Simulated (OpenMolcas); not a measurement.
An OpenMolcas run meant for Cu7+ (ANO-R1, X2C; inactive shells 1s 2s 2p 3s 3p; intended active space 4 electrons in 5 orbitals (3d)). One step of its input:

```
&CASPT2
Multistate=5 1 2 3 4 5
Frozen=2 3
IPEA=0.25
Imaginary=5.0
MaxIter=60
WThr=0.0 0.3 0.05
PrWF=0.5
NoMix
```

The run finished. Its levels beside those of a sound run (SS-CASPT2, IPEA 0.25 Eh, imaginary shift 0.1 Eh (closed shells correlated: 3s 3p)), in cm⁻¹ above each run's lowest level:

| Level | This run | Usual run |
| --- | --- | --- |
| 3d⁴ ⁵D₀ | 0.0 | 0.0 |
| 3d⁴ ⁵D₁ | 397 | 399 |
| 3d⁴ ⁵D₂ | 1143 | 1146 |
| 3d⁴ ⁵D₃ | 2158 | 2163 |
| 3d⁴ ⁵D₄ | 3357 | 3360 |
| 3d⁴ ³P₀ | 35480 | 34797 |
| 3d⁴ ³P₁ | 37333 | 36648 |
| 3d⁴ ³H₄ | 36795 | 36861 |
| 3d⁴ ³H₅ | 37693 | 37783 |
| 3d⁴ ³H₆ | 38614 | 38719 |
| 3d⁴ ³F₃ | 40290 | 39842 |
| 3d⁴ ³F₂ | 40373 | 39908 |
| 3d⁴ ³F₄ | 40704 | 40271 |
| 3d⁴ ³P₂ | 41079 | 40393 |

Problem. Which setting is unsound, and how much does it matter here?

Solution. The level shift is far above the usual 0.1 to 0.3 hartree and damps the second-order energy. Against the sound run the excited levels shown move by 280 cm-1 on average and by 690 cm-1 at most.

Term energies are means over components that CASPT2 splits; among the terms shown or strongly mixed into the levels shown the widest spread is 81 cm-1 (3d⁴ ³G, the sound run). Some high roots are left out of the spin-orbit mixing, which shifts the levels that they would mix with. The basis is small and was not contracted for so high a charge. Levels of configurations outside the active space are missing.
